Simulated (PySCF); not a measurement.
GeF₂ClBr, SMILES [F][Ge]([F])([Cl])[Br].

Geometry optimised at PBE0-D3(BJ)/def2-SVP. This is a generated structure with no PubChem entry under its InChIKey; it may be hypothetical.

Computed with HF/def2-TZVP (PySCF).

Symmetry labels are those of the subgroup Cs that the program uses (full group Cs).

Computed valence orbital energies around the gap with their symmetry:
```
orbital  symmetry  energy (eV)
-------  --------  -----------
HOMO−7         A"       -18.19
HOMO−6         A"       -17.79
HOMO−5         A'       -16.47
HOMO−4         A'       -14.70
HOMO−3         A"       -13.93
HOMO−2         A'       -13.83
HOMO−1         A"       -12.79
HOMO           A'       -12.67
LUMO           A'         1.83
LUMO+1         A"         3.91
LUMO+2         A'         4.36
LUMO+3         A'         4.82
```
